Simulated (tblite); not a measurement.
Compound: CH7AlAsN.
SMILES with atom numbers: `[H][As+:4]([H])([H])[AlH2-:3][N:2]=[CH2:1]` (hydrogens: H5, H6 on C1; H7, H8 on Al3; H9, H10, H11 on As4)
Bond orders are those of one Lewis drawing.

Computed with GFN2-xTB (tblite), gas phase: L-BFGS steps from a force-field or distance-geometry start until the largest atomic force falls under 0.01 eV/Å.

Step 43: E = -327.7610 eV
```
atom  x, y, z in Å  |  force x, y, z in eV/Å
C1      1.9592   -0.4880   -1.1934    0.044  -0.004  -0.081
N2      1.3587   -0.1246   -0.1620   -0.053   0.017   0.114
Al3     0.5722    0.1323    1.4224    0.002  -0.013  -0.049
As4    -1.7856    0.3182    0.1497    0.004  -0.025   0.027
H5      2.5398   -1.4120   -1.2549    0.014  -0.083   0.000
H6      1.9434    0.1019   -2.1157    0.027   0.074  -0.019
H7      0.5244    1.5784    1.9935    0.008  -0.030   0.003
H8      0.2245   -1.0781    2.3446   -0.003   0.066   0.008
H9     -2.9434   -0.6318    0.1760   -0.014   0.007  -0.019
H10    -2.7263    1.4641   -0.0599   -0.005  -0.003  -0.001
H11    -1.6614    0.1422   -1.3265   -0.025  -0.007   0.016
```

Step 44: E = -327.7620 eV
```
atom  x, y, z in Å  |  force x, y, z in eV/Å
C1      1.9602   -0.4891   -1.1936    0.050   0.009  -0.100
N2      1.3582   -0.1393   -0.1586   -0.059   0.022   0.136
Al3     0.5692    0.1313    1.4236    0.021  -0.018  -0.081
As4    -1.7835    0.3148    0.1467   -0.018  -0.027   0.068
H5      2.5435   -1.4117   -1.2666   -0.005  -0.059   0.002
H6      1.9430    0.1147   -2.1083    0.037   0.042   0.001
H7      0.5285    1.5817    1.9845    0.005  -0.030   0.006
H8      0.2150   -1.0714    2.3517   -0.002   0.060   0.014
H9     -2.9451   -0.6332    0.1784    0.005   0.023  -0.030
H10    -2.7223    1.4643   -0.0558    0.001  -0.012  -0.008
H11    -1.6612    0.1406   -1.3280   -0.034  -0.009  -0.008
```

Q: Estimate the geometry and energy of step 45. (The exact step hangs on the optimiser's Hessian estimate; all steps are aligned on step 44, rigid shifts and turns removed.)

A: E = -327.7632 eV, largest force 0.107 eV/Å
```
atom  x, y, z in Å  |  force x, y, z in eV/Å
C1      1.9623   -0.4891   -1.1945    0.044   0.012  -0.077
N2      1.3600   -0.1581   -0.1527   -0.038   0.013   0.088
Al3     0.5660    0.1270    1.4243    0.035  -0.004  -0.089
As4    -1.7806    0.3101    0.1445   -0.046  -0.021   0.094
H5      2.5473   -1.4114   -1.2831   -0.035  -0.013   0.000
H6      1.9430    0.1326   -2.0988    0.046   0.003   0.033
H7      0.5342    1.5839    1.9694    0.003  -0.030   0.011
H8      0.1999   -1.0606    2.3650    0.000   0.043   0.016
H9     -2.9466   -0.6339    0.1805    0.017   0.029  -0.036
H10    -2.7174    1.4635   -0.0512    0.011  -0.021  -0.010
H11    -1.6627    0.1386   -1.3294   -0.038  -0.012  -0.028
```

The energy changes by -0.0012 eV. The first-order estimate −F·Δx gives -0.0018 eV and the mean of the old and new forces, exact on a quadratic surface, -0.0012 eV. The step makes an angle of 81° with the force vector and moves no atom by more than 0.023 Å.

The cost below is that of the whole relaxation. On one thread, Arm Neoverse N1 (aarch64), shared host, this took 1.2 s wall.
